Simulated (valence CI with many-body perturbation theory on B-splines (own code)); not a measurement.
Values are calculated unless marked as measured or tabulated.
A CI+MBPT run for As¹⁹⁺

Level of theory: valence CI with perturbative core correlation (CI+MBPT): four valence electrons over a frozen Dirac-Fock core [Ne], a basis of 11 s, 11 p, 10 d, 8 f, 5 g, 2 h functions for each j, with the one-electron correlation potential Σ1 (screened to all orders), the two-electron term Σ2, the three-electron term Σ3, Breit, model QED; selected single and double excitations, second order for the rest, scaled by the run's own slope (own B-spline code, finite nucleus).

Command, and the settings that its task file holds:

```sh
python run_cv.py task.json out
```

```
atom As  Z=33  mass_number=75  rms_radius_fm=4.0968
core [Ne]
valence 3s2 3p2
avg = 1
basis = M
breit = 1
cap = 32000
capref = 2000
cscale = 1
de = 0.0
dress = 0
eps = 2e-08
extrap = 1
h = 0.27
hh = 1
l2 = 3
lcore = 6
maxit = 60
n2 = 5
natural = 1
nlev = 150
nno = [5, 5, 5, 4, 2, 1]
nroot = 36
nsp = [6, 6, 5, 4, 3, 1]
pt2 = 1
qed = 1
rpa = 1
s1 = 1
s2 = 1
s3 = 1
screen = 1
tol = 2e-05
whole = 1
```

It took 2.3 min on 1 thread of Arm Neoverse V2 (shared host).

Log. The first blocks belong to the next ion, which gives the ionisation energy. Fields: 2J, parity (1 odd), roots, reference size, generating configurations, candidates as configurations/state functions, variational space P, stored matrix elements, Davidson steps; e2 is the range of second-order energies in hartree. The first line gives the box (bohr), its intervals, the orbitals and the steps of their self-consistent field. Window is the range of levels sought, series limit the energy at which the first omitted orbital would enter, core excitation an estimate of the first excitation out of the core, left out the lowest levels not solved, and shifts from estimates the range by which levels moved from their first estimate, all in cm⁻¹.

```
rmax 9.4 intervals 62 orbitals 83 references ['3s2 3p2', '3s 3p3', '3s2 3p 3d', '3p4', '3s 3p2 3d'] scf 5 t 1.0
2J=1 par=1 roots 2 ref 37 generators 7 cand 2125/3152 P 2155/3189 nnz 1.7e+06 it 5
2J=1 par=1 roots 2 ref 37 generators 13 cand 2093/3241 P 4248/6430 nnz 5.3e+06 it 4
   second order: generators 17 cand 7385/11158 e2 -0.00002 -0.00001
2J=3 par=1 roots 2 ref 60 generators 9 cand 1615/3134 P 1653/3194 nnz 1.9e+06 it 5
2J=3 par=1 roots 2 ref 60 generators 17 cand 2598/5568 P 4251/8762 nnz 1e+07 it 5
   second order: generators 21 cand 10224/20212 e2 -0.00004 -0.00001
reference levels 1242, estimated 352, window 1791994 1/cm; series limit 5339240, core excitation 10717149
2J=0 par=0 roots 12 ref 58 generators 21 cand 2586/3830 P 4221/6382 nnz 3e+06 it 7
2J=0 par=0 roots 12 ref 58 generators 30 cand 10466/19231 P 14687/25613 nnz 3.6e+07 it 8
   second order: generators 51 cand 58656/129944 e2 -0.00007 -0.00001
2J=2 par=0 roots 17 ref 116 generators 20 cand 1230/3708 P 2029/6377 nnz 4.2e+06 it 9
2J=2 par=0 roots 17 ref 116 generators 29 cand 6604/25614 P 8633/31991 nnz 6.9e+07 it 9
   second order: generators 60 cand 72437/394909 e2 -0.00260 -0.00023
2J=4 par=0 roots 24 ref 151 generators 26 cand 753/2481 P 1743/6359 nnz 4.4e+06 it 8
2J=4 par=0 roots 24 ref 151 generators 36 cand 5624/25596 P 7367/31955 nnz 7.1e+07 it 9
   second order: generators 72 cand 71333/559355 e2 -0.00519 -0.00057
2J=4 par=1 roots 28 ref 178 generators 27 cand 847/3411 P 1574/6344 nnz 4.5e+06 it 9
2J=4 par=1 roots 28 ref 178 generators 38 cand 5447/25655 P 7021/31999 nnz 7.3e+07 it 11
   second order: generators 65 cand 66389/486915 e2 -0.00292 -0.00047
2J=2 par=1 roots 22 ref 147 generators 26 cand 1166/3727 P 2017/6370 nnz 4.1e+06 it 12
2J=2 par=1 roots 22 ref 147 generators 34 cand 6699/25576 P 8716/31946 nnz 6.7e+07 it 12
   second order: generators 59 cand 54512/290389 e2 -0.00174 -0.00039
2J=6 par=1 roots 23 ref 153 generators 23 cand 964/3725 P 1627/6377 nnz 4.5e+06 it 17
2J=6 par=1 roots 23 ref 153 generators 32 cand 5166/25529 P 6793/31906 nnz 7.4e+07 it 11
   second order: generators 63 cand 51764/476375 e2 -0.00382 -0.00119
2J=0 par=1 roots 9 ref 56 generators 17 cand 2355/3842 P 3981/6394 nnz 3.2e+06 it 5
2J=0 par=1 roots 9 ref 56 generators 25 cand 10325/18481 P 14306/24875 nnz 3.6e+07 it 9
   second order: generators 47 cand 46667/101328 e2 -0.00006 -0.00001
2J=8 par=1 roots 15 ref 100 generators 16 cand 1023/3801 P 1691/6393 nnz 4.6e+06 it 10
...
2J=10 par=0 roots 3 ref 26 generators 11 cand 5325/25777 P 7523/32174 nnz 7.8e+07 it 6
   second order: generators 24 cand 34007/304868 e2 -0.00076 -0.00017
2J=10 par=1 roots 6 ref 48 generators 9 cand 1165/3849 P 2060/6388 nnz 4.5e+06 it 7
2J=10 par=1 roots 6 ref 48 generators 17 cand 5174/25699 P 7234/32087 nnz 7.8e+07 it 9
   second order: generators 39 cand 46559/404832 e2 -0.00120 -0.00034
2J=12 par=1 roots 2 ref 16 generators 2 cand 1122/4340 P 2397/7246 nnz 5.8e+06 it 5
2J=12 par=1 roots 2 ref 16 generators 8 cand 4414/21968 P 6811/29214 nnz 7.3e+07 it 10
   second order: generators 20 cand 31189/221800 e2 -0.00017 -0.00008
left out: unestimated 2589861, estimated 1898944, shifts from estimates -620 to 538
operators 0.8
```

The Davidson iterations converged.

No measured spectrum was set against this ion. As an estimate, levels of excited configurations hold to 0.05 to 0.15 % of their energy, terms of the ground configuration to about 0.5 %. Among the levels kept, up to 840 cm⁻¹ of a level comes from second order outside the variational space, and about a tenth of that is noise between levels of different J, which matters for small intervals.

| Property | Result |
| --- | --- |
| Valence energy | -127.1709 hartree |
| Ionisation energy | 773.1 eV (NIST: 774 ± 1.8 eV (semi-empirical)) |
| Reference configurations for the orbitals | 3s2 3p2, 3s 3p3, 3s2 3p 3d, 3p4, 3s 3p2 3d |
| Radial orbitals | 83 |
| Box radius | 9.422 bohr |
| Largest variational space | 32174 |
| Lowest levels | 3s2 3p2 3P_0 0.000, 3s2 3p2 3P_1 5.082, 3s2 3p2 3P_2 7.701, 3s2 3p2 1D_2 15.453, 3s2 3p2 1S_0 23.148, 3s 3p3 5S°_2 46.681, 3s 3p3 3D°_1 58.850, 3s 3p3 3D°_2 59.214, 3s 3p3 3D°_3 61.209, 3s 3p3 3P°_0 68.022, 3s 3p3 3P°_1 68.654, 3s 3p3 3P°_2 68.849, 3s 3p3 1D°_2 74.973, 3s 3p3 3S°_1 81.472 eV |

Names give the largest LS component (configuration and term), which can be under half, so a name can repeat, a term be missing and a line seem to break the LS rules; names also repeat where a configuration has a term twice.
